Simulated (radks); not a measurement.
Q: These are the eigenvalues of the occupied orbitals of an atom or ion with whole-number occupations (hartree). Method: Dirac Kohn-Sham, relativistic LDA (MacDonald-Vosko exchange, VWN5 correlation), spin-unpolarised, spherical densities, finite nucleus; Fermi nuclear charge, rms radius of each element as measured or else 0.836 A^(1/3) + 0.57 fm; computed with a radial shooting solver on a logarithmic mesh with Libxc functionals.

1s1/2: -290.8937
2s1/2: -59.16622
2p1/2: -56.16496
2p3/2: -55.62776

Which element is it, and in what charge state? The configuration may be excited. Open shells, if any, fill j = l - 1/2 first.

A: Z = 26, iron, charge +19: Fe19+ in [He] 2s2 2p3. The list shows which subshells hold electrons but not how many an open one holds; the 1s level, -290.89 hartree, gives Z - s = 24.1 by -(Z - s)^2/2, which with screening and relativity narrows Z to a few neighbours, and the depths of the outer levels then fix element, charge and occupations together.
